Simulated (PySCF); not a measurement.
Computed properties of ZnBr₂, SMILES [Br][Zn][Br]

ZnBr2, SMILES [Br][Zn][Br]. Geometry optimised at TPSSh-D3(BJ)/def2-SVP. The isomer is the one that the SMILES or the coordinates give; other isomers of the formula were not compared. One conformer was computed; it need not be the lowest. All values are computed for the isolated molecule unless a solvent is named; none is compared with measurement here.

**Structure.** The optimised structure has D∞h symmetry. All 4 harmonic modes at TPSSh-D3(BJ)/def2-SVP (PySCF) are real, so it is a minimum. With heavy atoms numbered as in [Zn:1]([Br:2])[Br:3], the shortest bond between them is Zn1–Br2 at 2.233 Å and the longest Zn1–Br3 at 2.233 Å.

**Vibrations.** The strongest infrared lines (harmonic, unscaled, degenerate partners summed) lie at 395 cm⁻¹ (59 km/mol, Zn 71 %, Br 29 %), 75 cm⁻¹ (17 km/mol, Zn 71 %, Br 29 %). The softest mode is at 75 cm⁻¹ and the zero-point energy is 1.1 kcal/mol.

**Electronic structure.** PBE0/def2-TZVPD (PySCF) places the frontier levels at -8.60 and -1.87 eV, a gap of 6.73 eV, and gives a dipole moment of 0.00 D and a mean polarisability of 68.2 bohr³.

**Excitations.** TDA-B3LYP/def2-SVPD (PySCF) has S1 at 5.04 eV (246 nm, f = 0.000, dark); the most intense of the 10 singlets computed lies at 5.47 eV (f = 0.09). Strengths of degenerate partners are summed. T1 (TDA) is at 4.74 eV, 0.30 eV under S1. No vertical singlet excitation falls in the visible range (under 3.1 eV).
